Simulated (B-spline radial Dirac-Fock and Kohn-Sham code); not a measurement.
**Kr 4p3/2: cross section and angular parameters**

System: neutral krypton, [Ar] 3d10 4s2 4p6; threshold 12.22 eV (orbital energy of the model). Level of theory: Dirac-Hartree-Slater photoionisation with a Latter tail; cross sections with all multipoles, angular parameters from the dipole term and its interference with E2; a radial atomic solver.

The run's input, task.json:

```json
{"items": [{
  "Z": 36,
  "q": 0,
  "cfg": [[1, 0, 2], [2, 0, 2], [2, 1, 6], [3, 0, 2], [3, 1, 6], [3, 2, 10], [4, 0, 2], [4, 1, 6]],
  "A": 84,
  "rrms": 4.1884,
  "do": "xps",
  "hv": [71.2, 75.2, 137.0, 139.0, 144.0, 150, 241.0, 345.0, 356.0, 400, 456.0, 554.0, 600, 800, 856.0, 1040.0, 1080.0, 1253.6, 1486.9, 1680.0, 2800.0, 3300.0, 4500.0, 4750.0, 6000, 6620.0, 7100.0, 9750.0, 10900.0, 15000],
  "edges": {"K": 14326.0, "L1": 1921.0, "L2": 1730.9, "L3": 1678.4, "M1": 292.8, "M2": 222.2, "M3": 214.4, "M4": 95.0, "M5": 93.8}
}]}
```

Launch: `python xray2_run.py task.json out`

```tsv
hν (eV)	σ (kb)	β	γ	δ
71.2	195	-0.141	0.035	0.003
75.2	182	-0.178	-0.002	0.009
137	128	0.750	0.103	0.020
139	127	0.772	0.108	0.019
144	124	0.823	0.119	0.018
150	121	0.880	0.130	0.017
241	80.9	1.353	0.149	0.003
345	53.2	1.536	0.073	-0.001
356	51.1	1.548	0.065	-0.001
400	43.6	1.585	0.038	-0.001
456	36.2	1.618	0.012	-0.001
554	?	?	?	?
600	23.6	1.661	-0.022	0.000
800	14.4	1.676	-0.013	0.001
856	12.7	1.676	-0.004	0.002
1040	8.76	1.669	0.039	0.003
1080	8.13	1.666	0.049	0.004
1253.6	6.00	1.652	0.101	0.005
1486.9	4.17	1.630	0.174	0.007
1680	3.18	1.611	0.236	0.009
2800	0.934	1.494	0.561	0.022
3300	0.612	1.446	0.682	0.030
4500	0.265	1.342	0.922	0.048
4750	0.228	1.322	0.964	0.052
6000	0.117	1.231	1.146	0.074
6620	0.0877	1.190	1.222	0.084
7100	0.0713	1.161	1.275	0.093
9750	0.0271	1.018	1.507	0.138
10900	0.0191	0.966	1.583	0.158
15000	0.00682	0.812	1.778	0.226
```

Question: Give the values at 554 eV.

Answer: σ = 26.9 kb, β = 1.652, γ = -0.016, δ = 0.000.

Values without a named source are computed, but for edge energies of neutral atoms, which are taken from tables.
